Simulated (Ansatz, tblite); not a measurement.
Adding an electron: the cluster SnBr2⁺. The state is a doublet with charge 1. Geometry: B3LYP-D4/def2-TZVP. Ansatz, gas phase; energy differences of separate SCF runs; the reduced species is a singlet (the triplet lies 1.77 eV higher at PBE0-D4/def2-TZVP).

```xyz
3

Sn   -1.304    0.039   -0.599
Br    1.262    0.394   -1.001
Br    0.042   -0.433    1.600
```

In the def2 sets Sn takes a core potential; there is no spin–orbit coupling. The xTB rows come from tblite. In the doublet, Br2 and Br3 lie 2.99 Å apart (atoms count from 1), so these atoms are partly bonded to each other. The structure comes from a short search, and lower isomers may exist.

```csv
level,−HOMO (eV),−LUMO (eV),vertical EA (eV),HOMO–LUMO gap (eV)
GFN1-xTB,–,–,13.67,–
GFN2-xTB,–,–,13.75,–
PBE-D4/def2-TZVP,12.18,11.26,8.31,0.91
r2SCAN-D4/def2-TZVP,12.59,11.23,8.46,1.36
PBE0-D4/def2-TZVP,13.49,10.45,8.48,3.05
```

  HOMO and LUMO are the levels of the spin that leaves or enters (xTB has no such levels and no spin-polarisation term). Other spin states of the ions may lie lower, which would lower the ionisation energy or raise the affinity. Raw xTB energy differences between charge states are shifted by several eV; the methods need an empirical correction for them.
